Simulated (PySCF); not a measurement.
Isomers C6H11N3O:

A. `n1cc(OC)nn1C(C)C`
B. `Cc1nn(CC)nc1OC`
C. SMILES COc1cnnn1C(C)C
D. SMILES C(C)N1C(C)=NN=C1OC

Spectrum 1. ¹H NMR (400 MHz, computed): δ 6.96 (s, 1H), 4.39 (sept, 1H), 4.05 (s, 3H), 1.58 (d, 6H). ¹³C{¹H} NMR (computed): δ 159.7 (C), 113.6 (CH), 58.9 (CH3), 48.6 (CH), 25.3 (CH3).

Spectrum 2. ¹H NMR (400 MHz, computed): δ 4.24 (q, 2H), 4.09 (s, 3H), 2.37 (s, 3H), 1.37 (t, 3H). ¹³C{¹H} NMR (computed): δ 166.4 (C), 132.7 (C), 57.8 (CH3), 51.4 (CH2), 19.0 (CH3), 11.3 (CH3).

Spectrum 3. ¹H NMR (400 MHz, computed): δ 4.26 (s, 3H), 3.73 (q, 2H), 2.38 (s, 3H), 1.20 (t, 3H). ¹³C{¹H} NMR (computed): δ 165.5 (C), 148.7 (C), 58.1 (CH3), 38.9 (CH2), 18.0 (CH3), 13.3 (CH3).

Spectrum 4. ¹H NMR (400 MHz, computed): δ 7.20 (s, 1H), 4.55 (sept, 1H), 4.06 (s, 3H), 1.52 (d, 6H). ¹³C{¹H} NMR (computed): δ 167.3 (C), 124.2 (CH), 57.7 (CH3), 57.4 (CH), 25.0 (CH3).

How the numbers were obtained: shielding tensors at PBE0/pcSseg-1 (GIAO), coordinates at the GFN2-xTB level, in PySCF 2.14.0 with density-fitted response routines (single conformer, no relativistic terms, fast rotation and ring inversion assumed for equivalent nuclei, no solvent model).

Chemical shifts δ = σref − σ; ¹H and ¹³C against TMS, all at this level. Where no couplings were computed, multiplicities follow the n + 1 count of equivalent neighbours, and m marks all less simple cases (inequivalent or close neighbours, rings, F or P nearby). Shifts are as computed. Against solution values, carbons near 30 ppm lie about +3 ppm off and those near 130 ppm about +5 ppm. Of 1211 compounds with measured shifts, 218 miss one by over three times the rms of a fit or turn the order of signals round; such compounds aren't used in these exercises.

Match each spectrum to its structure.

Answers

1–C, 2–B, 3–D, 4–A.

- Spectrum 1 (C): 5 ¹³C signals; δC 159.7 is an aromatic carbon bearing oxygen; δC 113.6 is an aromatic CH next to a ring nitrogen.
- Spectrum 2 (B): 6 ¹³C signals; δC 166.4 is an aromatic carbon bearing oxygen; δC 57.8 is a methyl carbon bonded to O.
- Spectrum 3 (D): 6 ¹³C signals; δC 165.5 is an aromatic carbon bearing oxygen; δC 58.1 is a methyl carbon bonded to O.
- Spectrum 4 (A): 5 ¹³C signals; δC 167.3 is an aromatic carbon bearing oxygen; δC 57.7 is a methyl carbon bonded to O.
